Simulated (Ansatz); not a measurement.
CuCl₂⁻. Total charge -1; singlet. Geometry PBE0-D4/def2-TZVP, that of the neutral doublet.

```xyz
3

Cu    0.000    0.000    0.000
Cl    0.149   -0.339    2.026
Cl   -0.149    0.339   -2.026
```

The structure comes from a short search, and lower isomers may exist.

Task: Estimate the orbital energies around the gap (eV) in Ansatz with PBE-D4/def2-TZVPD, r2SCAN-D4/def2-TZVPD, PBE0-D4/def2-TZVPD.

Result: 
```
orbital  PBE-D4/def2-TZVPD  r2SCAN-D4/def2-TZVPD  PBE0-D4/def2-TZVPD
 HOMO−5              -2.52                 -2.82               -3.81
 HOMO−4              -1.04                 -1.14               -3.12
 HOMO−3              -1.04                 -1.14               -3.12
 HOMO−2              -0.87                 -0.89               -2.27
 HOMO−1              -0.52                 -0.64               -2.19
   HOMO              -0.52                 -0.64               -2.19
   LUMO               3.00                  3.47                3.51
 LUMO+1               3.64                  4.24                4.07
 LUMO+2               4.07                  4.49                4.61
 LUMO+3               4.07                  4.49                4.61
 LUMO+4               4.72                  5.19                5.22
 LUMO+5               4.80                  5.40                5.22
```
